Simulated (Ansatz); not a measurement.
Computed with Ansatz on PBE0-D4/def2-TZVP structures; ΔE is electronic, products minus reactants. CCSD(T)/CBS adds triple-zeta CCSD(T) − MP2 to the extrapolated MP2 energy (def2 sets, frozen cores). This one scheme is used for every species. DFT in def2-TZVPP. For Ge outer-core shells are correlated without core-valence functions, which leaves a few kJ/mol of doubt a bond. Scalar relativity is left out up to krypton. Each species was taken in one conformer, which may not be the lowest.

Consider the substitution at a C–Ge bond: `[F][GeH2][C]1=CC1` + H₂S → `SC1=CC1` + `[F][GeH3]`.

`[F][GeH2][C]1=CC1`:

Z-matrix (Å, degrees):
```
Ge
C 1 1.901
F 1 1.742 2 107.2
H 1 1.534 2 111.7 3 116.3
H 1 1.534 2 111.7 3 -116.2
C 2 1.520 1 146.1 3 180.0
C 2 1.294 1 150.9 3 -0.0
H 6 1.090 2 119.1 1 73.7
H 6 1.090 2 119.1 1 -73.7
H 7 1.077 2 147.9 1 0.0
```

H₂S:

Cartesian coordinates in Å:
```
S -0.543 -0.168 -0.247
H 0.408 -0.821 0.437
H 0.135 0.988 -0.190
```

`SC1=CC1`:

```xyz
8

S     1.153   -0.030    1.835
C     0.109    0.186    0.502
C    -0.883    0.809   -0.047
C    -0.250   -0.268   -0.874
H     1.873   -1.027    1.298
H    -1.651    1.560   -0.005
H    -0.756   -1.227   -1.001
H     0.403   -0.002   -1.708
```

`[F][GeH3]`:

Z-matrix (Å, degrees):
```
Ge
F 1 1.742
H 1 1.533 2 106.2
H 1 1.533 2 106.3 3 120.0
H 1 1.533 2 106.2 3 -120.0
```

CCSD(T)/CBS gives +45.0 kJ/mol.

(1) Another level gave +34.6 kJ/mol. Which?
A. BLYP/def2-TZVPP
B. BHLYP-D4/def2-TZVPP
C. MP2/def2-TZVPP
D. r2SCAN0/def2-TZVPP

Largest T1 diagnostic among the species: 0.012.

Results:

(1) D. r2SCAN0 34.6, BHLYP-D4 40.0, BLYP 29.2, MP2/def2-TZVPP 44.4 kJ/mol.

From BLYP to BHLYP (50 % exact exchange), in def2-TZVPP and without D4, ΔE moves by +9.3 kJ/mol. Leaving LDA and LC-ωPBE aside and taking each functional with its dispersion term where it has one, the values, not all of them listed here, spread over 14.5 kJ/mol, from revPBE-D4 to ωB97M-V. LDA lies −4.3 kJ/mol from PBE without D4. At CCSD(T), def2-SVP lies −4.5 kJ/mol from the extrapolated value and def2-TZVPP +2.2 kJ/mol.
